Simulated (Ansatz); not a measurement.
Basis-set extrapolation for CH₄AlClO, SMILES `O[CH2][AlH][Cl]` (PBE0-D4/def2-TZVP geometry, frozen core, the Gaussian-basis code of Ansatz). Multiplicity 1, RHF reference.

|  | def2-TZVPP | def2-QZVPP |
| --- | --- | --- |
| HF | -816.597061 | -816.622535 |
| MP2 correlation | -0.679725 | -0.736988 |
| CCSD(T) correlation | -0.746248 | not run |

Energies in hartree. Use E(X) = E(∞) + A·exp(−7.88·√X) for Hartree–Fock and E(X) = E(∞) + B·X^(−2.97) for correlation, with X = 3 and 4, and add CCSD(T) minus MP2 of the smaller set to the MP2 limit.

Task: What is the CCSD(T) energy at the basis-set limit?

Result: HF limit: -816.622535 + (-0.025474) × 0.13774 = -816.62604. MP2 limit: -0.736988 + (-0.057263) × 0.74074 = -0.77940. Higher-order term: -0.746248 − (-0.679725) = -0.06652. Total: -817.47196 hartree, 3.50 eV below CCSD(T)/def2-TZVPP.
